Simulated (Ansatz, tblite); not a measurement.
Cost and result up the ladder for the cluster Al7H (the lowest singlet isomer of a short search) (8 atoms). The state is a singlet with charge 0. Geometry: B3LYP-D4/def2-SVP.

```xyz
8

Al   -0.269    1.075   -2.227
Al   -0.716   -0.735   -0.114
Al   -0.503    1.770    0.222
Al    1.537   -0.936    1.421
Al   -0.391   -1.464   -2.703
Al   -0.550    0.210    2.403
Al    1.465   -1.906   -0.956
H    -0.573    1.986    1.954
```

Ansatz on 4 threads of Arm Neoverse V1 on a shared host; xTB runs through tblite on one thread. Times are rough, summed over both states, and most runs start from the orbitals of an earlier one. No level here is sound enough to serve as a yardstick. The other state is a triplet.

The xTB rows come from tblite. The structure comes from a short search, and lower isomers may exist.

xTB has no spin-polarisation term.

| level | functions | wall time |
| --- | --- | --- |
| GFN1-xTB | 65 | 0.025 s |
| GFN2-xTB | 64 | 0.16 s |
| PBE-D4/def2-TZVP | 265 | 28 s |
| r2SCAN-D4/def2-TZVP (with forces) | 265 | 69 s |

Problem. Estimate what each level gives for the vertical triplet (eV).

Solution. 
```csv
level,vertical triplet (eV),remarks
GFN1-xTB,0.60,–
GFN2-xTB,0.25,–
PBE-D4/def2-TZVP,0.81,–
r2SCAN-D4/def2-TZVP (with forces),0.71,restricted SCF unstable in HF (singlet)
```
